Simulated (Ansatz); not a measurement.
The multiplicity is imposed and other spin states were not computed.

Species: [Zn(CH3)(N(CH3)2)] (charge 0, multiplicity 1).

Q: Give a relaxed geometry from PBE-D3(BJ)/def2-SVP (Ansatz, a program for electronic structure).

A: This is not unique; one that fits is the end point of this relaxation, one of several conformers.
Cartesian coordinates (Å) in one orientation:
```xyz
14

Zn     0.083     0.116     0.006
C     -1.349     0.773     1.122
H     -1.986     1.487     0.560
H     -0.955     1.302     2.013
H     -2.000    -0.053     1.475
N      1.438    -0.505    -1.053
C      2.496    -1.352    -0.564
C      1.560    -0.188    -2.453
H      2.542    -2.341    -1.095
H      3.513    -0.893    -0.685
H      2.372    -1.576     0.517
H      2.516     0.347    -2.697
H      1.544    -1.100    -3.108
H      0.730     0.466    -2.796
```
